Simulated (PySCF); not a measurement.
Species: C₄H₇BS.
SMILES with atom numbers: `[BH2:1][C@@H:2]1[CH:3]=[CH:4][S:5][CH2:6]1` (hydrogens: H7, H8 on B1; H9 on C2; H10 on C3; H11 on C4; H12, H13 on C6)

Theory: PySCF, PBE0-D3(BJ)/def2-SVP geometry optimisation, gas phase.

(1) List the bond lengths, angles and torsions at this level.

## Answers

(1) 
| bond | length (Å) |
| --- | --- |
| B1–C2 | 1.567 |
| C2–C3 | 1.513 |
| C3=C4 | 1.358 |
| C4–S5 | 1.731 |
| S5–C6 | 1.843 |
| C2–C6 | 1.524 |
| B1–H7, B1–H8 | 1.209 |
| C2–H9 | 1.097 |
| C3–H10 | 1.090 |
| C4–H11 | 1.093 |
| C6–H12 | 1.099 |
| C6–H13 | 1.102 |

Bonds in one row agree within 0.01 Å and their mean is given. A selection of angles:
| angle | degrees |
| --- | --- |
| C2–B1–H7 | 120.3 |
| H7–B1–H8 | 120.4 |
| B1–C2–C3 | 79.3 |
| B1–C2–C6 | 118.5 |
| B1–C2–H9 | 118.1 |
| C3–C2–C6 | 107.4 |
| C3–C2–H9 | 114.0 |
| C6–C2–H9 | 113.9 |
| C2–C3–C4 | 112.6 |
| C2–C3–H10 | 124.4 |
| C4–C3–H10 | 123.0 |
| C3–C4–S5 | 115.6 |
| C3–C4–H11 | 125.5 |
| S5–C4–H11 | 118.8 |
| C4–S5–C6 | 91.3 |
| S5–C6–H12 | 107.9 |
| S5–C6–H13 | 107.7 |
| C2–C6–S5 | 106.3 |
| C2–C6–H12 | 113.0 |
| C2–C6–H13 | 112.8 |
| H12–C6–H13 | 108.8 |

Dihedral angles: B1–C2–C3–C4 -93° (anticlinal); C2–C3–C4–S5 -8° (synperiplanar); C3–C4–S5–C6 -7° (synperiplanar); C4–S5–C6–C2 20° (synperiplanar); B1–C2–C6–S5 60° (synclinal).

S5 (sulfide sulfur) is bent (angle 91.3°). B1 (three-coordinate boron) is planar (angles 120.4°, 120.3° and 119.2°, sum 360.0°, 0.00 Å off the plane of its three neighbours). The C–S distances run from 1.731 Å (C4–S5, drawn single) to 1.843 Å (S5–C6, drawn single), a spread of 0.112 Å. The 5-membered ring C2–C3–C4–S5–C6 has internal angles of 91.3° to 115.6°; it is puckered, 0.12 Å rms from its mean plane, widest ring torsion 27°. The C–C distances run from 1.358 Å (C3=C4, drawn double) to 1.524 Å (C2–C6, drawn single), a spread of 0.166 Å. Of the pairs four or more bonds apart, C4···H7 is among the closest relative to their van der Waals radii: 2.82 Å, 97 % of the sum of Bondi's values.

Point group: C1 (no symmetry element, even within 0.4 Å). PBE0-D3(BJ)/def2-SVP frequencies: not computed here. One conformer, not necessarily the lowest (H–B1–C2–C3 95° and -86°, B1–C2–C3–C4 -93°, C3–C4–S5–C6 -7°, C4–S5–C6–C2 20°, B1–C2–C6–S5 60°).
